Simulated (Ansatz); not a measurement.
Molecule: sum formula BNHCl2, net charge 0, doublet state. It need not be the lowest isomer of its formula. SMILES: [NH]B(Cl)Cl
Coordinates optimised at B3LYP-D3(BJ)/def2-TZVP (Ansatz, an electronic-structure program):
```xyz
5

N     -1.6603    -0.5804    -0.2428
B     -0.3578    -0.1258    -0.0276
Cl     0.9738    -1.2807    -0.0030
Cl    -0.0479     1.6060     0.0832
H     -2.3287    -0.8384     0.4747
```
Charge 0, spin multiplicity 2.

Parts of the frozen-core correlation energy in aug-cc-pV(T+d)Z (Ansatz, hartree). Frozen orbitals: 12; correlated occupied orbitals by spin: 12 and 11; virtual: 201 and 202. Open shells are spin-unrestricted. No spin-orbit coupling. No relativistic terms.

```tsv
term	value
reference (HF)	-998.85902
MP2 opposite-spin	___
MP2 same-spin	___
CCSD correlation	-0.69447
(T)	___
T1 diagnostic	0.015
largest doubles amplitude	0.022
<S^2> of the reference	0.763
```

**Question.** Complete the blanks.

**Answer.** 
- MP2 opposite-spin, value: -0.48686
- MP2 same-spin, value: -0.16380
- (T), value: -0.03193
